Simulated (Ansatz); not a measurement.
The cluster Ga3H6⁺, relaxed as a singlet with RKS PBE0-D4/def2-SVP in Ansatz, starting from the GFN2-xTB geometry. Force threshold 0.02 eV/Å.

The structure comes from a short search, and lower isomers may exist.

Start:

```xyz
9

Ga    0.878   -1.214   -0.671
Ga    0.176    0.348    1.590
Ga   -1.064    0.851   -0.912
H    -0.992    0.249   -2.522
H    -0.859    1.646    2.005
H     1.895   -1.920    0.526
H    -1.833    2.041    0.059
H     1.344   -0.702    2.266
H     0.456   -1.300   -2.342
```

| step | energy (eV) | largest force component (eV/Å) | SCF passes |
| --- | --- | --- | --- |
| 1 | -157180.5358 | 1.763 | 13 |
| 2 | -157181.7052 | 0.417 | 17 |
| 3 | -157181.7623 | 0.144 | 17 |
| 4 | -157181.7638 | 0.034 | 18 |
| 5 | -157181.7657 | 0.013 | 19 |
| 6 | -157181.7680 | 0.044 | 18 |
| 7 | -157181.8237 | 0.200 | 16 |
| 8 | -157181.9287 | 0.390 | 17 |
| 9 | -157182.1263 | 0.376 | 17 |
| 10 | -157182.2634 | 0.357 | 17 |
| 11 | -157182.4189 | 0.164 | 16 |
| 14 | -157182.4659 | 0.053 | 17 |
| 17 | -157182.5559 | 0.241 | 17 |
| 20 | -157182.7611 | 0.516 | 18 |
| 23 | -157182.8381 | 0.174 | 19 |
| 26 | -157182.9008 | 0.320 | 17 |
| 29 (rejected) | -157182.9657 | 0.656 | 18 |
| 32 | -157183.0785 | 0.105 | 18 |
| 35 | -157183.1756 | 0.340 | 18 |
| 38 | -157183.3450 | 0.367 | 17 |
| 41 | -157183.4497 | 0.150 | 18 |
| 44 | -157183.4998 | 0.144 | 18 |
| 47 | -157183.5027 | 0.016 | 18 |

Force components are those of the run's own axes.

End:

```xyz
9

Ga    1.106   -0.892   -0.480
Ga    0.775    0.252    1.655
Ga   -1.132    0.410   -0.653
H     0.476    0.627   -1.239
H    -0.815    0.909    0.926
H     1.876   -1.798   -1.456
H    -2.394    0.852   -1.412
H     0.779    0.875    3.076
H    -0.672   -1.236   -0.418
```

Bonds formed: Ga1–H4, Ga3–H5, Ga3–H9 (atoms count from 1). The end is the same structure that another start reached, the lowest one found.

The force fell under the threshold at step 5, but the optimiser went on and released 1.737 eV more. No frequencies were taken in this run, so the end may be a saddle point.

Hardware: 4 threads of Arm Neoverse V1 on a shared host. Wall time 1.8 min.
